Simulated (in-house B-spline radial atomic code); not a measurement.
Results of a calculation; reference values are marked as such.
## Weak and strong correlation along the adiabatic connection

Two-electron singlets in several external potentials (atomic units), by full CI in B-splines with partial waves to l = 8 (correlation energies up to 0.6 % small). The repulsion is scaled by λ at fixed density; W(λ) is the mean repulsion less the Hartree energy, W(0) = E_x, and the area under W from 0 to 1 is E_xc.

One system gave this curve:

| λ | W (hartree) |
| --- | --- |
| 0 | -0.25637 |
| 0.02 | -0.25824 |
| 0.05 | -0.26092 |
| 0.12 | -0.26664 |
| 0.25 | -0.27561 |
| 0.4 | -0.2839 |
| 0.6 | -0.29251 |
| 0.8 | -0.29919 |
| 1 | -0.30452 |
| 1.4 | -0.3125 |
| 2 | -0.32056 |
| 3 | -0.32885 |
| 4.5 | -0.33603 |
| 7 | -0.34261 |

(1) Which system is it?
A. ω²r²/2 − Z/r, ω = 0.105, Z = 0.3
B. −Z exp(−kr)/r, Z = 3.56, k = 0.236
C. −Z/r, Z = 7.72, wall at 3.65 bohr
D. −V exp(−r²/w²), V = 25.4, w = 3.84

## Answers

(1) A. The exchange energy sets the size: ω²r²/2 − Z/r, ω = 0.105, Z = 0.3: E_x = -0.256, E_c = -0.0296; −Z/r, Z = 7.72, wall at 3.65 bohr: E_x = -4.6, E_c = -0.0452; −Z exp(−kr)/r, Z = 3.56, k = 0.236: E_x = -1.99, E_c = -0.0439; −V exp(−r²/w²), V = 25.4, w = 3.84: E_x = -1.01, E_c = -0.043 hartree.
